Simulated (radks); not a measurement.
Q: Species: Dy19+. Configuration: [Kr] 4d10 4f1. All-electron calculation, scalar-relativistic Kohn-Sham, BLYP, spin-polarised, spherical densities, finite nucleus; open shells are filled with parallel spins first (spin-orbit coupling, left out, can overturn this in heavy ions); Fermi nuclear charge, rms radius 5.2218 fm. Program: a radial shooting solver on a logarithmic mesh with Libxc functionals. Some entries of the table are withheld. Estimate them.

| orbital | occ. | eigenvalue (hartree) | <r> (bohr) | <r^2> (bohr^2) |
|---|---|---|---|---|
| 1s down | 1 | -1989.852 | 0.02112 | 0.0006094 |
| 1s up | 1 | -1989.852 | 0.02112 | 0.0006094 |
| 2s up | 1 | -346.4526 | 0.08980 | 0.009525 |
| 2s down | 1 | -346.4519 | 0.08980 | 0.009525 |
| 2p up | 3 | -309.4657 | 0.07947 | 0.007711 |
| 2p down | 3 | -309.4653 | 0.07947 | 0.007711 |
| 3s up | 1 | -91.34708 | 0.2343 | 0.06271 |
| 3s down | 1 | -91.31879 | 0.2343 | 0.06268 |
| 3p up | 3 | -79.98815 | 0.2331 | 0.06293 |
| 3p down | 3 | -79.96006 | 0.2330 | 0.06289 |
| 3d up | 5 | -65.37422 | 0.2118 | 0.05263 |
| 3d down | 5 | -65.35272 | 0.2117 | 0.05259 |
| 4s up | 1 | -31.60940 | 0.5116 | (1) |
| 4s down | 1 | -31.55520 | 0.5117 | (2) |
| 4p up | 3 | -27.70419 | 0.5343 | (3) |
| 4p down | 3 | -27.65144 | 0.5345 | (4) |
| 4d up | 5 | (5) | 0.5563 | 0.3546 |
| 4d down | 5 | (6) | 0.5565 | 0.3549 |
| 4f up | 1 | -16.53899 | 0.5661 | 0.3713 |
| 4f down | 0 | -16.48469 | 0.5666 | 0.3721 |

A: 
(1) 4s up <r^2> (bohr^2): 0.2944
(2) 4s down <r^2> (bohr^2): 0.2946
(3) 4p up <r^2> (bohr^2): 0.3231
(4) 4p down <r^2> (bohr^2): 0.3233
(5) 4d up eigenvalue (hartree): -22.39580
(6) 4d down eigenvalue (hartree): -22.34392
